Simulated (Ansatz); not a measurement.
Input for Ansatz (development build ahead of 0.2.0):

```yaml
crystal:
  periodic: [false, false, false]
  atoms:
    - { symbol: Yb, position_ang: [0.0, 0.0, 0.0] }
basis:
  gaussian: { orbitals: def2-SVP }
total_charge: 3
magnetization:
  spin_polarized: true
  initial_magnetization: 1
hamiltonian:
  xc: pbe0
scf:
  omitted_lower_state_checks: [starts, atomic_configurations, cluster_reference, orbital_swaps, given_window_search, neighbouring_geometries, increment]
output:
  forces: true
```

The input is written out in the form of the current development build from the run's settings. The basis set brings a core potential for Yb, so the total leaves out those core electrons.

The run gave:

```yaml
Converged: yes
Total_energy: -1157.55494 hartree
Spin_squared_of_the_determinant: 0.750
Stability_test: minimum
```

Forces (eV/Å):
```
atom     Fx     Fy     Fz
 Yb1  0.000  0.000  0.000
```
